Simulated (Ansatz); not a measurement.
`C[SiH2][B](N)[AlH2]`. Charge 0, multiplicity 1. The geometry is a stationary point of PBE0-D4/def2-TZVP. It is one conformer, not always the lowest.

```xyz
14

C    -0.518   -0.794    2.043
Si   -0.713   -1.113    0.199
B     0.044    0.390   -0.914
N    -0.760    0.984   -1.881
Al    2.046    1.131   -0.688
H    -1.064    0.104    2.343
H    -0.896   -1.633    2.631
H     0.535   -0.649    2.296
H    -2.161   -1.361   -0.106
H     0.008   -2.380   -0.139
H    -1.715    0.704   -2.059
H    -0.456    1.731   -2.486
H     3.038    0.657    0.468
H     2.614    2.229   -1.708
```

Task: What is the dipole moment at r2SCAN/def2-TZVPP? (Best estimate.)

Result: The calculation gave: 2.28 D, with components (-1.66, 1.12, -1.11) D in this frame, pointing from negative to positive charge.

Task: And with PBE, B3LYP, ωB97M-V? (Estimate.)

Result: The calculation gave: PBE 2.32 D, B3LYP 2.25 D, ωB97M-V 2.26 D.

Task: Give the Mulliken charges with r2SCAN, PBE, ωB97M-V in def2-TZVPP. (An estimate is asked.)

Result: Computed: 
```csv
atom,r2SCAN,PBE,ωB97M-V
C1,-0.31,-0.38,-0.46
Si2,0.21,0.11,0.13
B3,-0.03,0.02,-0.08
N4,-0.27,-0.21,-0.19
Al5,0.37,0.22,0.32
H6,0.07,0.10,0.12
H7,0.07,0.11,0.12
H8,0.08,0.11,0.12
H9,-0.11,-0.10,-0.06
H10,-0.10,-0.08,-0.05
H11,0.18,0.17,0.14
H12,0.18,0.18,0.14
H13,-0.17,-0.12,-0.12
H14,-0.17,-0.13,-0.13
```

B3LYP here is the variant with VWN-RPA as its local correlation; programs differ in this.
